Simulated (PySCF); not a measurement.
A small calculation by hand: oscillator strength and radiative lifetime

B(F)(Br)(OH) (BBrFHO), SMILES OB(F)Br.

Geometry: ωB97X-D3(BJ)/def2-SVP. The values are those of a single conformer.

TDDFT-ωB97X/def2-SVPD run with PySCF puts the first singlet state with f over 0.02 at 7.99 eV (vertical), with the transition dipole (-0.479, 0.010, 0.000) in atomic units.

**Question.** Find the oscillator strength, the wavelength and the radiative lifetime that this transition would have in vacuum if emission retraced absorption.

**Answer.** 
|μ|² = 0.2295 au, so |μ| = 1.22 D. ΔE = 7.99/27.211 = 0.2936 hartree. f = (2/3) ΔE |μ|² = 0.045 (the program prints 0.045).
λ = 1239.84/7.99 = 155 nm; ν = 64444 cm⁻¹.
Einstein's coefficient A = 0.6670 ν² f s⁻¹ (ν in cm⁻¹) = 1.2e8 s⁻¹, so τ = 1/A = 8.0 ns. This state is S2; the lower singlet has f = 0.000. The figure is the radiative limit of this one transition; relaxation, internal conversion, crossing to triplets and a medium change what is measured.
